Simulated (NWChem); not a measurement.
Species: C$_{2}$H$_{4}$BNO; SMILES CBN=C=O

```xyz
9

B     -0.8955     0.4483    -0.7213
H     -1.7383    -0.2370    -1.2295
C     -0.8725     1.9981    -0.9450
H     -0.8205     2.2176    -2.0215
H     -0.0542     2.5199    -0.4399
H     -1.8264     2.4335    -0.6121
N      0.0722    -0.2065     0.0877
C      0.6690    -1.0805     0.6606
O      1.3019    -1.8806     1.2482
```
Atoms are numbered in this order, from 1.

Geometry: optimised at B3LYP/6-31G* (spherical d). B3LYP is NWChem's, with the RPA form of VWN correlation.

Task: Give the principal values of the shielding tensors (ppm) of B1, C3, N7, C8, O9 from B3LYP/6-31G* (spherical d), GIAO (NWChem), with their diamagnetic and paramagnetic parts as GIAO splits them.

Result: 
| atom | σ11 | σ22 | σ33 | isotropic | diamagnetic | paramagnetic |
|---|---|---|---|---|---|---|
| B1 | -3.0 | 65.4 | 120.9 | 61.1 | 198.5 | -137.4 |
| C3 | 157.0 | 189.6 | 193.2 | 179.9 | 250.9 | -71.0 |
| N7 | 92.9 | 169.2 | 275.4 | 179.1 | 314.4 | -135.3 |
| C8 | -15.0 | -11.0 | 232.1 | 68.7 | 268.6 | -199.9 |
| O9 | 93.9 | 148.0 | 246.7 | 162.9 | 397.5 | -234.6 |
